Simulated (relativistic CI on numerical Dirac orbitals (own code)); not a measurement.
Method of calculation: Dirac-Coulomb-Breit CI, orbitals from a KLI potential per configuration, model QED (radiative potential, 1s self-energy scaled to tabulated hydrogen-like ionisation energies), valence Slater integrals scaled by 0.85, P86 correlation energy added to each configuration (own radial code, finite nucleus).

Configuration list (outside the closed core [Kr] 4d10): 4f14 5s2 5p6 5d, 4f14 5s2 5p6 6s, 4f14 5s2 5p6 5f, 4f14 5s2 5p6 6p, 4f14 5s2 5p6 5g, 4f14 5s2 5p5 5d2, 4f14 5s2 5p6 6d, 4f14 5s2 5p6 7s, 4f14 5s2 5p6 7p, 4f13 5s2 5p6 5d2, 4f14 5s2 5p6 6f, 4f14 5s2 5p6 7d, 4f14 5s2 5p6 8s, 4f14 5s2 5p6 8p, 4f14 5s2 5p5 5d 5f, 4f13 5s2 5p6 5d 6s, 4f14 5s 5p6 5d2, 4f14 5s2 5p5 5d 5g, 4f14 5s2 5p5 5d 6s, 4f13 5s2 5p6 5d 6p, 4f14 5s2 5p5 5d 6p, 4f14 5s 5p6 5d 5f, 4f13 5s2 5p6 5d 6d, 4f13 5s2 5p6 5d 5f, 4f13 5s2 5p6 5d 7s. Double excitations out of closed p, d and f shells are left out; levels of such configurations are missing from the list, as are those of other unlisted configurations, and high levels can miss mixing partners.

At this charge configurations can still be misplaced by up to about 7 % of their energy. Levels and lines within the n = 5 or 6 shells can be off by up to 10 % or somewhat more, and those that change n by about 2 %, since core polarisation is missing. 8 of the 8 excited levels that our extract of the measured tables holds in this range could be paired (the sources list more); they are missed by 3588 cm⁻¹ on average and 5313 at most, and levels without a partner can miss by more. Levels that differ in their count of f electrons can be misplaced by several ten thousand cm⁻¹, since the correlation energy of f electrons is missing or only estimated; rates across such gaps can be off by orders of magnitude.

Outline of the computed level scheme of W VI. Lowest level of each configuration: 4f14 5s2 5p6 5d 2D_3/2 at 0.0000 eV; 4f14 5s2 5p6 6s 2S_1/2 at 10.4611 eV; 4f14 5s2 5p6 6p 2P°_1/2 at 18.9530 eV; 4f14 5s2 5p6 6d 2D_3/2 at 32.7621 eV; 4f14 5s2 5p6 5f 2F°_5/2 at 32.9462 eV; 4f14 5s2 5p6 7s 2S_1/2 at 35.0388 eV; 4f13 5s2 5p6 5d2 4D°_5/2 at 35.1171 eV.

Some strong electric-dipole decays among the lowest 45 levels: 4f14 5s2 5p6 5f 2F°_7/2 → 4f14 5s2 5p6 5d 2D_5/2 (1.6e+10 s⁻¹); 4f14 5s2 5p6 5f 2F°_5/2 → 4f14 5s2 5p6 5d 2D_3/2 (1.3e+10 s⁻¹); 4f14 5s2 5p6 6p 2P°_3/2 → 4f14 5s2 5p6 5d 2D_5/2 (5.4e+09 s⁻¹); 4f14 5s2 5p6 6p 2P°_1/2 → 4f14 5s2 5p6 5d 2D_3/2 (5.2e+09 s⁻¹); 4f14 5s2 5p6 6d 2D_3/2 → 4f14 5s2 5p6 6p 2P°_1/2 (5.1e+09 s⁻¹); 4f14 5s2 5p6 6d 2D_5/2 → 4f14 5s2 5p6 6p 2P°_3/2 (4.8e+09 s⁻¹); 4f14 5s2 5p6 7s 2S_1/2 → 4f14 5s2 5p6 6p 2P°_3/2 (4.3e+09 s⁻¹); 4f14 5s2 5p6 7s 2S_1/2 → 4f14 5s2 5p6 6p 2P°_1/2 (2.2e+09 s⁻¹).

LS names give the leading component of a level, which can be under half, so a name can repeat, a term be missing and a line seem to break the LS rules.
